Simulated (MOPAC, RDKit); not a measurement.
System: H5BSiO3, net charge 0, singlet state. SMILES: OB(O)O[SiH3]

Atoms: O1, B2, O3, O4, Si5, H6, H7, H8, H9, H10. Bonds: O1-B2, O1-H6, B2-O3, B2-O4, O3-H7, O4-Si5, Si5-H8, Si5-H9, Si5-H10.

Bond lengths (Å) and angles (degrees) optimised at UFF with RDKit; PM6 with MOPAC; PM7 with MOPAC; MNDO with MOPAC, each started from the B3LYP-D3(BJ)/def2-TZVP structure (Ansatz) of the last column. A row stands for all coordinates that are equal there; 12 of 17 kinds are shown. No wavenumbers were computed at UFF, MNDO, so these may be saddle points.

```tsv
coordinate	UFF	PM6	PM7	MNDO	B3LYP-D3(BJ)/def2-TZVP
O1-B2	1.461	1.373	1.410	1.384	1.378
O1-H6	0.990	0.932	0.953	0.943	0.960
B2-O3	1.461	1.373	1.408	1.377	1.371
B2-O4	1.464	1.354	1.353	1.330	1.359
O4-Si5	1.721	1.632	1.558	1.655	1.651
Si5-H8	1.472	1.463	1.459	1.380	1.480
Si5-H9	1.470	1.462	1.459	1.380	1.477
O1-B2-O3	119.9	124.2	122.4	125.4	124.9
O1-B2-O4	120.0	117.9	119.4	117.5	117.9
O3-B2-O4	120.0	117.9	118.2	117.1	117.2
B2-O4-Si5	105.8	179.9	165.1	147.0	133.0
B2-O1-H6	104.6	122.4	118.1	117.2	116.7
```

Mean signed difference of all 9 bond lengths from B3LYP-D3(BJ)/def2-TZVP: UFF 0.043 Å, PM6 -0.015 Å, PM7 -0.012 Å, MNDO -0.038 Å.
